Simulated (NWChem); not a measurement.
**Basis-set convergence for HBrOSn**

```xyz
4

Sn     0.6891    -0.6796     0.0000
Br    -1.4833     0.7284     0.0000
O      1.9845     0.8446     0.0000
H      1.5853     1.7285     0.0000
```
Charge 0, spin multiplicity 1.

Program: NWChem. Structure: optimised with B3LYP/def2-SVP with def2 effective core potentials on Sn, a minimum by its harmonic frequencies. It is one conformer; others weren't searched.

Quantity: LUMO energy at the level PBE0.

Effective core potentials replace the inner electrons of Sn; spin-orbit coupling is left out. The structure started from a generated list of species.

The cost column gives rough processor time relative to def2-SVP; each entry includes its own SCF.

```tsv
basis	functions	LUMO energy (eV)	relative cost
def2-SVP	77	(withheld)	1
def2-SVPD	104	(withheld)	under 3
def2-TZVP	135	-2.73	under 3
def2-TZVPP	143	-2.74	3
def2-TZVPD	162	(withheld)	5
def2-QZVP	244	-2.76	60
```

Q: Some entries are withheld; supply them.

A: 
- def2-SVP, LUMO energy (eV): -2.60
- def2-SVPD, LUMO energy (eV): -2.82
- def2-TZVPD, LUMO energy (eV): -2.79
